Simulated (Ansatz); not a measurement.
`CO[SiH](C)[GeH3]` + H₂ → `C[SiH2][GeH3]` + CH₃OH at 700 K and 1 bar (hydrogenolysis of the Si–O bond).

Gas-phase electronic energies from Ansatz, PBE0-D4/def2-TZVP geometries. CCSD(T)/CBS is the MP2 limit (def2-TZVPP, def2-QZVPP) plus CCSD(T) − MP2 in def2-TZVPP, frozen cores. This one scheme is used for every species. For Ge outer-core shells are correlated without core-valence functions, which leaves a few kJ/mol of doubt a bond. Scalar relativity is left out up to krypton. Each species was taken in one conformer, which may not be the lowest.

```csv
species,CCSD(T)/CBS energy (Eh),H − E (kJ/mol),S (J/(mol·K))
`CO[SiH](C)[GeH3]`,-2522.52701,399.0,574.2
H₂,-1.17544,46.8,155.3
`C[SiH2][GeH3]`,-2408.05773,280.1,460.4
CH₃OH,-115.61712,170.8,288.5
```

H − E and S are ideal-gas, rigid-rotor, harmonic terms from PBE0-D4/def2-TZVP, for one conformer and one mirror image of each species. The MP2-based limit puts H₂ 0.8 mEh under its directly extrapolated value; such offsets cancel only in part. 1 Eh = 2625.50 kJ/mol, R = 8.31446 J/(mol·K).

Question: By hand: ΔE, ΔH, ΔS and ΔG.

Answer: ΔE = (-2408.05773) + (-115.61712) − (-2522.52701) − (-1.17544) = 0.02760 Eh = 72.5 kJ/mol. Δ(H − E) = 280.1 + 170.8 − 399.0 − 46.8 = 5.1, so ΔH = 77.6 kJ/mol. ΔS = 460.4 + 288.5 − 574.2 − 155.3 = 19.4 J/(mol·K). ΔG = 77.6 − 700 × (19.4)/1000 = 64.0 kJ/mol.

Question: By hand: the equilibrium constant, and the temperature at which ΔG would vanish if ΔH and ΔS stayed fixed.

Answer: log₁₀ K = −ΔG/(RT ln 10) = -4.8. ΔG = 0 at ΔH/ΔS = 4000 K, far beyond where these terms or the molecules hold.

ΔH outweighs TΔS. A doubt of 5 kJ/mol in ΔE shifts log₁₀ K by 0.4 here. Other conformers and mirror images would add mixing entropy, several J/(mol·K) or more a flexible species. Modes under 60 cm⁻¹, often nearly free rotors, make the harmonic entropy too high. These are equilibria of isolated gas molecules and say nothing of rates. Largest T1 diagnostic: 0.012 (customary marks: 0.02 for closed shells, 0.045 for open ones).
